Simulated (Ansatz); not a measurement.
**Competing steps**

Reactants: SiNH₅ ([NH2][SiH3]) + H₂O + NH₃ (brackets give SMILES or just the links). Saddle points were found for several chosen steps; others may exist. Gas-phase electronic energies, without zero-point energy, by CCSD(T) at an estimated basis limit (MP2 extrapolated from triple and quadruple zeta, plus CCSD(T) − MP2 in triple zeta); Ansatz 0.2.0, def2-TZVPP and QZVPP, frozen cores, on PBE0-D4/def2-TZVP structures. Extrapolation: Hartree–Fock as exp(−7.88 √X), correlation as X^−2.97. No counterpoise correction.

(1) Rank the steps by the energy of their saddle points, lowest first, and give each saddle's height above the lowest. (Judge from chemistry; the value comes from the calculation.)
A. ligand exchange through a proton shuttle, to SiNH₅O ([NH2][SiH2][OH]) + NH₃ + H₂ (breaks or loosens H–N, H–O, H–Si; forms H–H, H–N, O–Si)
B. ligand exchange through a proton shuttle, to SiN₂H₆ ([NH2][SiH2][NH2]) + H₂O + H₂ (breaks or loosens H–N, H–O, H–Si; forms H–H, H–O, N–Si)
C. ligand exchange through a proton shuttle, to SiH₄O ([OH][SiH3]) + NH₃ + NH₃ (breaks or loosens H–N, H–O, N–Si; forms H–N, H–N, O–Si)

(2) Does the lowest of these saddles lead to the lowest end structure (the products still in contact)? (Judge from chemistry; the calculation decides.)

T1 diagnostic: at most 0.011.

For scale, one of the runs: CCSD(T)/def2-TZVPP, 275 basis functions, launched by `ansatz run in.yaml --threads 8 --pin off --events-out ev --progress --plain --max-ram 19148MiB`. Time: 2.2 min of wall clock on 8 CPU threads of an Arm Neoverse V1; the host was shared. Peak host memory: 7.6 GiB.

Results:

(1) By the calculation: C (0.0 kJ/mol), A (30.2 kJ/mol), B (64.0 kJ/mol). Heights count from the lowest.

The lowest of these saddles lies at 45.4 kJ/mol relative to the separated reactants.

(2) The calculation gives: No: the step over a higher saddle ends lower. Relative to the separated reactants, the ends lie at -76.6 (SiH₄O ([OH][SiH3]) + NH₃ + NH₃); -103.6 (SiNH₅O ([NH2][SiH2][OH]) + NH₃ + H₂); -76.2 (SiN₂H₆ ([NH2][SiH2][NH2]) + H₂O + H₂) kJ/mol.
